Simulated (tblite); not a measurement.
Species: C₅H₁₃Si₂ (doublet state).
Geometry (GFN2-xTB, Å), atoms numbered from 1 in this order:
```xyz
20
C5H13Si2 angstrom
C     -0.3022   -1.8554    1.0228
C     -0.8154   -0.7874    0.3544
C     -2.1794   -0.9261   -0.2689
C     -0.1456    0.4459    0.2007
Si    -0.8616    1.8373   -0.8242
C      1.1824    0.6649    0.8177
Si     2.5846   -0.0018   -0.3134
H     -0.8552   -2.7747    1.1065
H      0.6661   -1.8463    1.4880
H     -2.1108   -0.8566   -1.3531
H     -2.6253   -1.8844   -0.0143
H     -2.8418   -0.1344    0.0756
H     -2.0640    2.4010   -0.1919
H      0.1474    2.8970   -0.9226
H     -1.2128    1.4019   -2.1816
H      1.2617    0.1784    1.7904
H      1.3613    1.7298    0.9679
H      2.3730   -1.4257   -0.5685
H      3.8584    0.2029    0.3823
H      2.5738    0.7443   -1.5710
```

All values are computed: GFN2-xTB (tblite) harmonic vibrations without scaling, gas phase. This tight-binding method is rough: wavenumbers can miss measured ones by several per cent, in bad cases by 10 to 20. Modes of hydrogen on silicon can be 10 to 20 % off. One conformer, not necessarily the lowest. Open shells enter through the occupations alone, without spin polarisation, and single modes of such species can be off by tens of per cent.

Harmonic wavenumbers (cm⁻¹): 60.0, 73.4, 87.1, 101.0, 132.5, 165.4, 226.7, 300.2, 347.3, 411.7, 425.2, 482.6, 513.3, 521.0, 540.8, 566.1, 591.0, 656.0, 714.0, 766.3, 770.1, 781.9, 790.9, 794.5, 799.9, 803.1, 818.6, 928.8, 1007.9, 1021.0, 1032.8, 1144.1, 1175.6, 1206.8, 1358.4, 1393.5, 1408.8, 1473.0, 1487.6, 1489.6, 1529.2, 2184.5, 2209.0, 2228.0, 2246.6, 2278.4, 2282.4, 2963.4, 2979.6, 3012.9, 3024.3, 3041.0, 3115.1, 3144.6.

A = 1968, B = 1329, C = 891.0 MHz; mass 129.056 u (most abundant isotopes); point group C1, symmetry number 1; spin multiplicity 2.

Task: What is the zero-point energy?

Result: Half the sum of the wavenumbers: 32804 cm⁻¹ = 93.79 kcal/mol.

Task: Entropy at 350 K, 1 bar (ideal gas, RRHO, classical rotation)?

Result: Translation 41.30, rotation 29.79, vibration 40.16, spin (R ln 2) 1.38: S = 112.6 cal/(mol K).

Task: And Cp and H(350 K) − H(0)?

Result: Cp = 50.18 cal/(mol K), of which vibrations give 42.23 (their classical limit is 54 R = 107.3); H(350 K) − H(0) = 10.23 kcal/mol without the zero-point energy, 7.45 from vibrations.

Task: What must be added to the electronic energy to get the Gibbs energy at 350 K and 1 bar?

Result: ZPE + [H(350 K) − H(0)] − T·S = 93.79 + 10.23 − 39.42 = 64.60 kcal/mol.

Task: Blend soft modes into free rotors: weight 1/[1 + (100 cm⁻¹/ν̃)⁴] for the oscillator and the rest for a rotor with moment μB/(μ + B), μ = h/(8π²ν), B = 10⁻⁴⁴ kg m². What vibrational entropy results?

Result: 37.17 cal/(mol K) in place of 40.16, which changes −T·S at 350 K by +1.05 kcal/mol.

Task: How do the functions run with temperature in this model?

Result: 
```
 T (K)  S (cal/(mol K))  Cp (cal/(mol K))  H − H(0) (kcal/mol)  G − H(0) (kcal/mol)  ln q(vib)
   150             81.5              26.0                 2.54                -9.68       3.41
   250             97.7              38.7                 5.77               -18.66       6.44
298.15            105.0              44.5                 7.78               -23.54       7.91
   400            119.7              55.1                12.87               -35.00      11.03
   600            145.1              70.6                25.54               -61.54      16.99
   900            176.8              85.4                49.12              -110.01      25.26
```

q(vib) and H(0) count from the zero-point level.

Task: Which modes carry the vibrational entropy at 350 K?

Result: 60.0 cm⁻¹: 4.77; 73.4 cm⁻¹: 4.38; 87.1 cm⁻¹: 4.04; 101.0 cm⁻¹: 3.75; 132.5 cm⁻¹: 3.22; 165.4 cm⁻¹: 2.79 cal/(mol K); the other 48 give 17.21 together.

Hindered rotation and anharmonicity are outside this model. Other conformers, if any are populated, would add a mixing term that is left out. The structure is chiral; the term R ln 2 for an equal mix with its mirror image is left out.
